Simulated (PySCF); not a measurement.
Compound: C₃H₁₀OSSi₂.
Structure used (GFN2-xTB), in Å, numbered top down from 1:
```xyz
17
C3H10OSSi2 angstrom
O     -2.2053   -1.6288   -0.3595
C     -2.3239   -0.2360   -0.1831
C     -1.9680    0.5149   -1.4352
C     -0.7883    1.0819   -1.6601
Si     0.6828    1.0963   -0.4945
S      1.1694   -0.9807   -0.1222
Si     2.9585   -0.8953    1.0500
H     -1.2709   -1.8367   -0.4929
H     -3.3721   -0.0600    0.0754
H     -1.6892    0.1030    0.6489
H     -2.7353    0.5169   -2.1997
H     -0.6367    1.5716   -2.6143
H      0.4312    1.7254    0.8012
H      1.8429    1.7044   -1.1413
H      3.9784   -0.2015    0.2735
H      3.2585   -2.2967    1.2731
H      2.6610   -0.1664    2.2765
```

Computed with PySCF 2.14.0, density-fitted response routines, TDDFT B3LYP/def2-SVPD, vertical, gas phase, core orbitals frozen in the response.

Excitation energies and transition dipoles (atomic units, axes of the coordinates) of those of the lowest 8 singlets that add 0.02 au or more to the mean polarisability:

```json
{"state": "S1", "ΔE (hartree)": "0.1837", "μx": "0.064", "μy": "-0.106", "μz": "0.163"}
{"state": "S2", "ΔE (hartree)": "0.1960", "μx": "-0.231", "μy": "-0.211", "μz": "0.063"}
{"state": "S3", "ΔE (hartree)": "0.2137", "μx": "0.168", "μy": "-0.069", "μz": "-0.185"}
{"state": "S4", "ΔE (hartree)": "0.2232", "μx": "-0.145", "μy": "0.005", "μz": "0.004"}
{"state": "S5", "ΔE (hartree)": "0.2301", "μx": "0.952", "μy": "-0.035", "μz": "0.213"}
{"state": "S6", "ΔE (hartree)": "0.2321", "μx": "-0.606", "μy": "-0.130", "μz": "-0.092"}
{"state": "S7", "ΔE (hartree)": "0.2349", "μx": "-0.330", "μy": "0.148", "μz": "-0.019"}
{"state": "S8", "ΔE (hartree)": "0.2391", "μx": "-0.354", "μy": "-0.115", "μz": "0.097"}
```

Problem. What does each state add to αxx, αyy and αzz, and how do the sums compare with the full static tensor?

Solution. Each state adds 2 μα² / ΔE.

```
        state  αxx (au)  αyy (au)  αzz (au)
           S1      0.04      0.12      0.29
           S2      0.55      0.45      0.04
           S3      0.26      0.04      0.32
           S4      0.19      0.00      0.00
           S5      7.88      0.01      0.40
           S6      3.16      0.15      0.07
           S7      0.92      0.19      0.00
           S8      1.05      0.11      0.08
 all 8 states      14.1       1.1       1.2
full response     141.5     109.5     102.9
    share (%)        10         1         1
```

The rest comes from the higher roots of the same response equations.

Problem. Give the full tensor and its principal values.

Solution. In au, rows and columns x, y, z:
```
x   141.5  -1.8  16.1
y    -1.8 109.5  -9.5
z    16.1  -9.5 102.9
```
Principal values 92.8, 113.1 and 148.0 au; mean 118.0 au (17.48 Å³).

Problem. By how much does the contribution of these states grow at 532 nm?

Solution. With ω = 0.0856 hartree each state's term in the mean polarisability goes from f / ΔE² to f / (ΔE² − ω²), f = (2/3) ΔE |μ|²; the sum over all 8 states goes from 5.44 to 6.36 au, a rise of 0.91 au.

A one-level model with all 42 active electrons at a single energy would need ΔE = √(N/α) = 16.2 eV to give this α, against S1 at 5.00 eV.

One conformer stands for the species.
